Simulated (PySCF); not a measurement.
Precursor series Nb Cl-NH2. Isolated molecules, 0 K electronic values unless said otherwise. One relaxed conformer stands for each flexible species; it need not be the lowest.

The numbers are results of PBE-D3(BJ)/def2-TZVP // r2SCAN-D4/def2-SVP in PySCF 2.14.0, not measurements. 

```tsv
species	HOMO (eV)	LUMO (eV)	charge on the central atom (Mulliken) (e)
1 of 5 Cl replaced by NH2	?	-4.70	?
3 of 5 Cl replaced by NH2 ([Nb(Cl)2(NH2)3])	-6.17	-3.68	?
4 of 5 Cl replaced by NH2	-5.77	-2.51	1.47
5 of 5 Cl replaced by NH2	-5.13	-1.72	1.61
```

**Question.** What belongs in the gaps?

**Answer.** 
- 1 of 5 Cl replaced by NH2, HOMO (eV): -7.38
- 1 of 5 Cl replaced by NH2, charge on the central atom (Mulliken) (e): 1.20
- 3 of 5 Cl replaced by NH2 ([Nb(Cl)2(NH2)3]), charge on the central atom (Mulliken) (e): 1.41
